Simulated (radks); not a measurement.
Results of a calculation; reference values are marked as such.
Q: Species: N3+. Configuration: [He] 2s1 2p1 (not the ground configuration). Level of theory: non-relativistic Kohn-Sham, LDA (Slater exchange, Perdew-Wang correlation), spin-polarised, spherical densities, point nucleus; open shells are filled with parallel spins first (a radial shooting solver on a logarithmic mesh with Libxc functionals). Some entries of the table are withheld. Estimate them.

orbital,occ.,eigenvalue (hartree),r(max) (bohr),<r^2> (bohr^2)
1s up,1,-16.39555,0.1491,0.07201
1s down,1,-16.31119,0.1491,0.07136
2s up,1,-2.54319,0.9243,1.432
2s down,0,-2.24006,0.9353,1.546
2p up,1,(1),0.8032,1.292
2p down,0,(2),0.8037,1.419

A: 
(1) 2p up eigenvalue (hartree): -2.14904
(2) 2p down eigenvalue (hartree): -1.85341
